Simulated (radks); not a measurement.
Question: Species: Bi. Configuration: [Xe] 4f13.5 5d10 6s2 6p3.5 (fractional occupations, a model configuration). All-electron calculation, Dirac Kohn-Sham, PBEsol, spin-unpolarised, spherical densities, point nucleus; open shells are shared between the two j in proportion to 2j + 1. Program: a radial shooting solver on a logarithmic mesh with Libxc functionals. Some entries of the table are withheld. Estimate them.

| orbital | occ. | eigenvalue (eV) | r(max) (bohr) |
|---|---|---|---|
| 1s1/2 | 2 | -90501.97 | 0.009653 |
| 2s1/2 | 2 | -16255.33 | 0.05641 |
| 2p1/2 | 2 | -15617.07 | 0.04119 |
| 2p3/2 | 4 | -13298.27 | 0.04903 |
| 3s1/2 | 2 | -3932.569 | 0.1588 |
| 3p1/2 | 2 | (1) | 0.1478 |
| 3p3/2 | 4 | (2) | 0.1636 |
| 3d3/2 | 4 | -2654.061 | (3) |
| 3d5/2 | 6 | -2544.018 | (4) |
| 4s1/2 | 2 | -909.9224 | (5) |
| 4p1/2 | 2 | -784.7858 | 0.3535 |
| 4p3/2 | 4 | -656.2538 | 0.3853 |
| 4d3/2 | 4 | -452.9132 | 0.3759 |
| 4d5/2 | 6 | -428.8692 | 0.3855 |
| 4f5/2 | 5.78571 | -165.0043 | 0.3386 |
| 5s1/2 | 2 | -162.3832 | 0.7680 |
| 4f7/2 | 7.71429 | -159.4361 | 0.3430 |
| 5p1/2 | 2 | -118.6094 | 0.8023 |
| 5p3/2 | 4 | -93.2874 | 0.8775 |
| 5d3/2 | 4 | -31.8816 | 1.004 |
| 5d5/2 | 6 | -28.7161 | 1.034 |
| 6s1/2 | 2 | -15.5182 | 1.840 |
| 6p1/2 | 1.16667 | -6.6975 | (6) |
| 6p3/2 | 2.33333 | -4.5544 | (7) |

Answer: 
(1) 3p1/2 eigenvalue (eV): -3644.559
(2) 3p3/2 eigenvalue (eV): -3125.414
(3) 3d3/2 r(max) (bohr): 0.1269
(4) 3d5/2 r(max) (bohr): 0.1312
(5) 4s1/2 r(max) (bohr): 0.3562
(6) 6p1/2 r(max) (bohr): 2.170
(7) 6p3/2 r(max) (bohr): 2.478
